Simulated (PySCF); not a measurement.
Which element holds Cl most strongly?

r²SCAN in PySCF with def2-TZVPP on every atom (core potentials on In), for the lowest determinant that a PBE0 search found; no spin–orbit coupling. D0 is De less the harmonic zero-point energy.

| M | state (unpaired electrons) | Re (Å) | ωe (cm⁻¹) | D0(MCl) (eV) |
| --- | --- | --- | --- | --- |
| C | doublet (π ↑) | 1.654 | 869 | 4.34 |
| Al | singlet (closed shell) | 2.145 | 477 | 5.20 |
| In | singlet (closed shell) | 2.412 | 316 | 4.65 |
| B | singlet (closed shell) | 1.724 | 827 | 5.30 |
| Cu | singlet (closed shell) | 2.053 | 414 | 3.77 |
| Ga | singlet (closed shell) | 2.208 | 372 | 4.93 |
| Zn | doublet (σ ↑) | 2.146 | 380 | 2.47 |

**Question.** Order the elements by D0 and give the energy of CuCl + Zn → ZnCl + Cu.

**Answer.** B > Al > Ga > In > C > Cu > Zn; ΔE = 3.77 − 2.47 = +1.30 eV at r²SCAN/def2-TZVPP. Close neighbours can swap at other levels.

Spin–orbit coupling is left out, which matters for elements this heavy, above all for dissociation energies. States were picked by a PBE0 search and need not be the measured ground states.
